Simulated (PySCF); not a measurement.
# Radial density of Ce⁺ (cerium, charge +1)

BLYP, [Xe] 4f1 5d1 6s1, one real determinant (an excited configuration). Computed with PySCF 2.14 in ANO-RCC-VTZP (8s7p5d3f2g1h, 104 functions), with scalar relativity by spin-free X2C-1e.

```
r (bohr)  4πr²ρ (e/bohr)  4πr²(ρα − ρβ)
  0.0205           74.68         0.0013
  0.0346           66.54         0.0002
  0.0581           90.95         0.0090
  0.0978           90.63         0.0207
   0.164           76.82         0.0619
   0.277           70.21         0.1786
   0.465           31.48         0.7288
   0.783           26.89         0.9267
    1.32           9.016         0.7023
    2.21           3.473         0.6053
    3.72          0.6205         0.5147
    6.26         0.07431         0.0741
    10.5       0.0001928         0.0002
```

Densities and radii are taken from the X2C orbitals without a picture-change correction, which distorts them close to the nucleus.

⟨L²⟩ = 18.02 against 30 for a pure H term, so this real determinant mixes terms. Spin-orbit coupling, absent here, splits the open shell strongly.
